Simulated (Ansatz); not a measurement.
Consider the hydrogenolysis of the Si–N bond: `[AlH2][NH][SiH2][GeH3]` + H₂ → `[SiH3][GeH3]` + `[NH2][AlH2]`.

Gas-phase electronic energies from Ansatz, PBE0-D4/def2-TZVP geometries. CCSD(T)/CBS adds triple-zeta CCSD(T) − MP2 to the extrapolated MP2 energy (def2 sets, frozen cores). This one scheme is used for every species. DFT in def2-TZVPP. For Ge outer-core shells are correlated without core-valence functions, which leaves a few kJ/mol of doubt a bond. Scalar relativity is left out up to krypton. Each species was taken in one conformer, which may not be the lowest.

`[AlH2][NH][SiH2][GeH3]`:

```xyz
12

Al   -0.481    2.189   -1.418
N    -0.818    0.897   -0.235
Si   -0.431   -0.787   -0.319
Ge    1.026   -1.455    1.446
H    -0.940    3.657   -1.043
H     0.253    1.789   -2.758
H    -1.283    1.180    0.619
H     0.236   -1.019   -1.627
H    -1.650   -1.645   -0.258
H     0.404   -1.121    2.816
H     2.374   -0.716    1.359
H     1.308   -2.969    1.418
```

H₂:

Z-matrix (Å, degrees):
```
H
H 1 0.746
```

`[SiH3][GeH3]`:

Cartesian coordinates in Å:
```
Si -0.084 -0.824 0.868
Ge 0.082 0.809 -0.852
H -1.453 -1.402 0.894
H 0.201 -0.206 2.190
H 0.894 -1.918 0.630
H -0.202 0.178 -2.225
H 1.493 1.420 -0.883
H -0.931 1.943 -0.622
```

`[NH2][AlH2]`:

Cartesian coordinates in Å:
```
N -0.603 -0.570 -0.438
Al 0.532 0.503 0.387
H -0.883 -1.478 -0.104
H -1.062 -0.362 -1.310
H 1.160 0.009 1.754
H 0.856 1.898 -0.289
```

```json
{"level": "BLYP-D4", "ΔE (kJ/mol)": "29.7", "difference from CCSD(T)/CBS": "-0.1"}
{"level": "r2SCAN-D4", "ΔE (kJ/mol)": "28.5", "difference from CCSD(T)/CBS": "-1.3"}
{"level": "r2SCANh-D4", "ΔE (kJ/mol)": "28.0", "difference from CCSD(T)/CBS": "-1.8"}
{"level": "B2PLYP", "ΔE (kJ/mol)": "22.7", "difference from CCSD(T)/CBS": "-7.1"}
{"level": "revPBE", "ΔE (kJ/mol)": "13.3", "difference from CCSD(T)/CBS": "-16.5"}
{"level": "RPA@PBE/def2-TZVPP", "ΔE (kJ/mol)": "26.0", "difference from CCSD(T)/CBS": "-3.8"}
{"level": "HF/def2-SVP", "ΔE (kJ/mol)": "3.9", "difference from CCSD(T)/CBS": "-25.9"}
{"level": "MP2/def2-TZVPP", "ΔE (kJ/mol)": "35.0", "difference from CCSD(T)/CBS": "5.2"}
{"level": "SCS-MP2/def2-TZVPP", "ΔE (kJ/mol)": "29.9", "difference from CCSD(T)/CBS": "0.1"}
{"level": "HF/CBS(def2)", "ΔE (kJ/mol)": "11.1", "difference from CCSD(T)/CBS": "-18.7"}
{"level": "CCSD(T)/CBS", "ΔE (kJ/mol)": "29.8", "difference from CCSD(T)/CBS": "0"}
```

Largest T1 diagnostic among the species: 0.012.

Leaving LDA and LC-ωPBE aside and taking each functional with its dispersion term where it has one, the values, not all of them listed here, spread over 7.2 kJ/mol, from B97M-V to revPBE-D4. LDA lies +5.9 kJ/mol from PBE without D4. In def2-TZVPP, CCSD(T) changes the Hartree–Fock value by +17.0 kJ/mol (the triples alone add +4.2 kJ/mol) and MP2 by +24.6 kJ/mol. The D4 term adds +12.9 kJ/mol with B3LYP and +7.2 kJ/mol with PBE0; it sums over pairs of atoms, weighted by their polarisabilities, and B3LYP, whose exchange is more repulsive, gets the larger term.

B3LYP here is the variant with VWN-RPA as its local correlation; programs differ in this.
